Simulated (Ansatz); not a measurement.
Consider the substitution at a C–Si bond: `C[SiH](Cl)CCl` + HCl → `ClCCl` + `C[SiH2]Cl`.

Gas-phase electronic energies from Ansatz, PBE0-D4/def2-TZVP geometries. CCSD(T)/CBS is the MP2 limit (def2-TZVPP, def2-QZVPP) plus CCSD(T) − MP2 in def2-TZVPP, frozen cores. This one scheme is used for every species. DFT in def2-TZVPP. One conformer a species, not always the lowest.

`C[SiH](Cl)CCl`:

Cartesian coordinates in Å:
```
C -1.379 -0.767 -0.152
Si 0.284 -0.124 -0.655
Cl 0.072 1.159 -2.261
C 1.093 0.876 0.712
Cl 1.352 -0.211 2.108
H -1.827 -1.344 -0.963
H -2.052 0.056 0.098
H -1.281 -1.415 0.723
H 1.207 -1.206 -1.069
H 2.064 1.271 0.413
H 0.468 1.705 1.045
```

HCl:

Cartesian coordinates in Å:
```
Cl 0.183 -0.063 -0.609
H -0.183 0.063 0.609
```

`ClCCl`:

```xyz
5

Cl    1.620   -0.405   -0.238
C    -0.041    0.058    0.126
Cl   -1.150   -0.263   -1.206
H    -0.371   -0.515    0.987
H    -0.058    1.124    0.331
```

`C[SiH2]Cl`:

Cartesian coordinates in Å:
```
C 0.419 0.354 0.849
Si -0.407 -0.170 -0.729
Cl 0.040 -2.145 -1.122
H 0.187 1.402 1.062
H 1.503 0.251 0.771
H 0.073 -0.253 1.688
H 0.069 0.627 -1.885
H -1.884 -0.066 -0.632
```

**Question.** Is it downhill or uphill in electronic energy at CCSD(T)/CBS, and by how much? (Best estimate.)

**Answer.** The calculation gave: Uphill: ΔE = +0.79 eV.

**Question.** What do these levels give: r2SCAN-D4, PBE0-D4, HF/def2-TZVPP, SCS-MP2/def2-TZVPP, SCS-MP2/def2-QZVPP, CCSD/CBS(def2)? (An estimate is asked.)

**Answer.** Ansatz gave: r2SCAN-D4 0.76, PBE0-D4 0.76, HF/def2-TZVPP 0.68, SCS-MP2/def2-TZVPP 0.75, SCS-MP2/def2-QZVPP 0.75, CCSD/CBS(def2) 0.78 eV.

Largest T1 diagnostic among the species: 0.009.

In def2-TZVPP, CCSD(T) changes the Hartree–Fock value by +0.12 eV (the triples alone add +0.00 eV) and MP2 by +0.14 eV. The D4 term adds +0.09 eV with B3LYP and +0.05 eV with PBE0; it sums over pairs of atoms, weighted by their polarisabilities, and B3LYP, whose exchange is more repulsive, gets the larger term. From PBE to PBE0 (25 % exact exchange), in def2-TZVPP and without D4, ΔE moves by +0.05 eV.

B3LYP here is the variant with VWN-RPA as its local correlation; programs differ in this.
